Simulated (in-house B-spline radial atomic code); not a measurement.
# RPA and G0W0 on CAM-B3LYP: Kr⁸⁺

Configuration [Ar] 3d10, mean-field start CAM-B3LYP. Computed with a B-spline radial code for spherical atoms: all electrons, scalar-relativistic (spin-free one-electron X2C), finite nucleus, each spin shell either full or empty, empty states to l = 9 with an (l + 1/2)⁻⁴ tail; G0W0 by contour deformation at full frequency.

Command:
```bash
python run_gw.py task.json out
```
Settings (radii: box in bohr, nucleus in fm):
```
Z                        36
electrons                28
configuration            [Ar] 3d10
hamiltonian              x2c
method                   camb3lyp
lmax                     9
rms_radius               4.1884
spin_polarised           False
box_radius               7.7
intervals                66
```

Cost of the run: 3 s on 1 thread of Arm Neoverse N1 (shared host).

Energies (hartree):

```tsv
term	value
mean-field total	-2771.73640
Hartree-Fock functional on these orbitals	-2770.12871
direct second order	-2.3495
second-order exchange	0.68586
SOSEX correction	0.64536
```

Question: What is the RPA correlation energy, and what remains with SOSEX?

Answer: RPA gives -2.1102 hartree (-2.05 eV per electron); RPA + SOSEX gives -1.4648, and the second-order doubles -1.6636 hartree (no singles). RPA lacks exchange-type terms and so overcorrelates at short range.

Quasi-particle levels (eV):

```csv
level,occupied,mean field,Σx - vxc,Σc,QP weight,G0W0
3d,yes,-221.69,-14.73,?,?,?
3p,yes,-338.13,-24.71,7.08,0.933,-355.75
2p,yes,-1803.44,-62.79,26.22,0.857,-1840.02
4s,no,-132.20,7.58,-1.41,0.995,-126.02
```

G0W0 = mean field + (Σx - vxc) + Σc, with Σc (partial-wave tail included) taken at the quasi-particle energy. Only the outer levels were computed. Levels of low weight are left out.

Question: Where does G0W0 put 3d?

Answer: At -234.34 eV, with Σc = 2.09 eV and a quasi-particle weight of 0.974. The tabulated removal energy is 233 ± 0.7 eV (NIST, semi-empirical); the calculation leaves out spin-orbit coupling, Breit and QED terms, and what these don't explain is the method's own error.
